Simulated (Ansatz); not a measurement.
Saddle point of AlN₂H₇S, singlet (AlN₂H₅S ([NH2][Al]([NH2])[SH]) + H₂ → AlN₂H₅ ([NH2][AlH][NH2]) + H₂S (still joined by a long Al–S bond); bonds formed: Al1–H6, S2–H5; bonds broken: H5–H6; bonds weakened to dative contacts: Al1–S2), PBE0-D4/def2-TZVP structure:

Al1  (-0.154, -0.175, -0.146)
S2  (1.261, 1.815, -0.367)
N3  (0.806, -1.447, -0.922)
N4  (-0.987, -0.374, 1.404)
H5  (-0.165, 1.544, -0.937)
H6  (-1.132, 0.849, -1.091)
H7  (0.726, 2.332, 0.752)
H8  (1.684, -1.294, -1.390)
H9  (0.468, -2.375, -1.113)
H10  (-1.843, 0.087, 1.660)
H11  (-0.664, -0.962, 2.154)
(Å)

Energies are electronic, without zero-point energy. Barriers and step energies count from the start structure reached by relaxing down the imaginary mode; all methods use the PBE0-D4 structures, on which another method's saddle can fall below an end. Computed with Ansatz 0.2.0 (basis: def2-TZVPP, with def2-QZVPP for the basis limit); correlated methods freeze the cores. B3LYP uses VWN-RPA correlation. Extrapolation: Hartree–Fock as exp(−7.88 √X), correlation as X^−2.97.

| method | barrier (eV) | step energy (eV) |
| --- | --- | --- |
| SPW92 | 0.753 | 0.548 |
| PBE-D4 | 1.066 | 0.688 |
| BLYP-D4 | 1.236 | 0.712 |
| r2SCAN-D4 | ? | 0.746 |
| B97M-V | 1.186 | 0.640 |
| PBE0-D4 | 1.191 | 0.684 |
| B3LYP-D4 | ? | 0.704 |
| r2SCAN0-D4 | 1.261 | 0.727 |
| BHLYP-D4 | 1.466 | 0.690 |
| CAM-B3LYP-D4 | ? | 0.671 |
| wB97X-V | 1.392 | 0.679 |
| wB97M-V | 1.386 | 0.691 |
| B2PLYP | 1.397 | 0.740 |
| PBE-QIDH | 1.337 | 0.717 |
| RPA on PBE | 1.404 | 0.667 |
| HF | 1.872 | 0.727 |
| MP2 | 1.440 | 0.787 |
| CCSD | 1.492 | 0.703 |
| CCSD(T) | 1.424 | 0.715 |

Fill in the withheld barriers. (To be estimated.)

The calculation gives: CAM-B3LYP-D4 1.357; r2SCAN-D4 1.169; B3LYP-D4 1.317 eV. Each is the energy of the saddle less that of the start structure, by the same method.

For comparison, the barrier by CCSD(T) at an estimated basis limit (MP2 extrapolated from triple and quadruple zeta, plus CCSD(T) − MP2 in triple zeta) is 1.438 eV.

No T1 diagnostic of these runs exceeds 0.012.

Labels in which every atom is bracketed show which atoms are joined, not bond orders.

For scale, one of the runs: CCSD(T)/def2-TZVPP, 244 basis functions, launched by `ansatz run in.yaml --threads 4 --pin off --events-out ev --progress --plain --max-ram 9574MiB`. The run took 120 s on 4 CPU threads of an Intel Xeon (shared host), with 4.6 GiB of host memory at its peak.
